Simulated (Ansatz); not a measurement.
Input for Ansatz (a first-principles code): R-B3LYP/def2-TZVPP on F4OW (SMILES [O]=[W]([F])([F])([F])[F]). Elements past Kr take the def2 small-core potentials; no spin–orbit coupling.

Ansatz 0.2 input:
```yaml
crystal:
  periodic: [false, false, false]
  atoms:
    - {symbol: W, position_ang: [0.04228117, -0.00037663, -0.00003504]}
    - {symbol: F, position_ang: [-0.43979894, 0.00932230, 1.79634075]}
    - {symbol: F, position_ang: [-0.44247413, -0.00236727, -1.79570674]}
    - {symbol: O, position_ang: [1.72385236, -0.01331882, -0.00127741]}
    - {symbol: F, position_ang: [-0.42813493, 1.79909193, -0.00547639]}
    - {symbol: F, position_ang: [-0.45582554, -1.79235152, 0.00615483]}
basis:
  gaussian:
    orbitals: def2-TZVPP
hamiltonian:
  xc: {name: B3LYP}
scf: {lower_state_search: off}
```

It printed:

```
WARN ansatz: RAYON_NUM_THREADS=4 ignored (pool sized by the plan → 4); use --threads N
Functional definition: B3LYP
these checks for a lower state are left out or cut short: stability, starts, cluster_reference, orbital_swaps, neighbouring_geometries, increment
integrals: 0.13 GiB planned
1155 factors; their error is unknown
mean field: 1.12 GiB planned
mean field evaluation 1: about -14736.4958 eV, gradient 1.1e2 eV
mean field evaluation 2: about -14537.1876 eV, gradient 3.3e2 eV
mean field evaluation 4: about -14750.4656 eV, gradient 4.8e1 eV
mean field evaluation 8: about -14754.2850 eV, gradient 1.3e-1 eV
mean field evaluation 16: about -14754.3392 eV, gradient 3.9e-4 eV
mean field -14754.33918703 eV, -542.2119642731 hartree, gradient 6.2e-6 eV, S^2 0.000000; 0 other end points of the search recorded, 0 dependent functions left out
reference -14754.33941774 eV, -542.2119727514 hartree; 29, 29 occupied and 182, 182 virtual orbitals, 1155 factors
Total energy: -14754.33941774 eV, -542.2119727514 hartree
Checks for a lower state left out: stability, starts, cluster_reference, orbital_swaps, neighbouring_geometries, increment
```

The run converged.

Cost: very roughly 3 core-seconds.
